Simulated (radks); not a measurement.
The numbers below are computed, except where a source is named.
Lu II, 70 electrons, occupied as [Xe] 4f14 6s1 6p1 (not the ground configuration). Level of theory: scalar-relativistic Kohn-Sham, r2SCAN, spin-polarised, spherical densities, finite nucleus; open shells are filled with parallel spins first (spin-orbit coupling, left out, can overturn this in heavy ions); meta-GGA in the generalised Kohn-Sham scheme; Fermi nuclear charge, rms radius 5.37 fm (a radial shooting solver on a logarithmic mesh with Libxc functionals).

Normalised radial functions P(r) = r R(r), r in bohr:

| r | 6s up | 6s down |
|---|---|---|
| 0.003371 | 0.0412 | 0.0432 |
| 0.003924 | 0.0447 | 0.0469 |
| 0.004605 | 0.0483 | 0.0506 |
| 0.005361 | 0.0513 | 0.0538 |
| 0.006241 | 0.0538 | 0.0564 |
| 0.007324 | 0.0555 | 0.0582 |
| 0.008527 | 0.0559 | 0.0586 |
| 0.01001 | 0.0546 | 0.0572 |
| 0.01165 | 0.0512 | 0.0536 |
| 0.01367 | 0.0449 | 0.0470 |
| 0.01591 | 0.0358 | 0.0376 |
| 0.01867 | 0.0229 | 0.0240 |
| 0.02174 | 0.0072 | 0.0076 |
| 0.02551 | -0.0123 | -0.0129 |
| 0.0297 | -0.0327 | -0.0343 |
| 0.03485 | -0.0542 | -0.0569 |
| 0.04058 | -0.0722 | -0.0757 |
| 0.04724 | -0.0844 | -0.0885 |
| 0.05543 | -0.0873 | -0.0916 |
| 0.06453 | -0.0773 | -0.0810 |
| 0.07573 | -0.0512 | -0.0536 |
| 0.08816 | -0.0127 | -0.0133 |
| 0.1035 | 0.0371 | 0.0389 |
| 0.1204 | 0.0837 | 0.0877 |
| 0.1413 | 0.1184 | 0.1242 |
| 0.1645 | 0.1248 | 0.1308 |
| 0.1931 | 0.0943 | 0.0988 |
| 0.2248 | 0.0311 | 0.0325 |
| 0.2617 | -0.0522 | -0.0548 |
| 0.3071 | -0.1353 | -0.1420 |
| 0.3575 | -0.1805 | -0.1892 |
| 0.4195 | -0.1681 | -0.1759 |
| 0.4884 | -0.0941 | -0.0980 |
| 0.5732 | 0.0311 | 0.0335 |
| 0.6673 | 0.1605 | 0.1691 |
| 0.783 | 0.2650 | 0.2779 |
| 0.9116 | 0.3011 | 0.3142 |
| 1.07 | 0.2546 | 0.2628 |
| 1.245 | 0.1344 | 0.1339 |
| 1.461 | -0.0479 | -0.0594 |
| 1.701 | -0.2402 | -0.2593 |
| 1.981 | -0.4189 | -0.4348 |
| 2.324 | -0.5622 | -0.5674 |
| 2.706 | -0.6326 | -0.6290 |
| 3.175 | -0.6286 | -0.6213 |
| 3.697 | -0.5557 | -0.5487 |
| 4.338 | -0.4278 | -0.4232 |
| 5.05 | -0.2928 | -0.2903 |
| 5.926 | -0.1695 | -0.1706 |
| 6.899 | -0.0856 | -0.0905 |
| 8.096 | -0.0338 | -0.0394 |
| 9.426 | -0.0113 | -0.0151 |
| 11.06 | -0.0028 | -0.0045 |
| 12.88 | -0.0006 | -0.0011 |

6s up: eigenvalue -12.579 eV, 5 radial nodes at r = 0.0231, 0.0920, 0.238, 0.553, 1.41 bohr, <r> = 3.28 bohr, 90 % of the charge inside 4.73 bohr. 6s down (empty): eigenvalue -10.005 eV, 5 radial nodes at r = 0.0231, 0.0920, 0.238, 0.552, 1.40 bohr, <r> = 3.26 bohr, 90 % of the charge inside 4.73 bohr.
